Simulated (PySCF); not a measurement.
Computed IR spectrum (relative IR intensity) of a molecule C₃H₆OSi. The structure is a stationary point at PBE-D3(BJ)/def2-SVP. Other conformers were not sampled. Computed with PBE-D3(BJ)/def2-SVP in PySCF 2.14.0. Frequencies are harmonic and unscaled.

Lines under 2 % of the strongest are left out, and lines within 2 cm⁻¹ are merged.

```csv
ν (cm⁻¹),relative intensity
215,18
240,11
327,4.6
372,17
580,11
663,10
689,8.4
705,6.3
716,28
729,6.5
809,13
838,29
863,100
914,32
1218,8.5
2079,9.9
2148,45
3388,14
3765,22
```

**Question.** Which molecule gave these data?
A) C#CC[SiH2]O
B) [SiH3]C1=CCO1
C) [SiH3][C@@H]1C=CO1
D) C#C[Si@@H](C)O

**Answer.** D, C#C[Si@@H](C)O
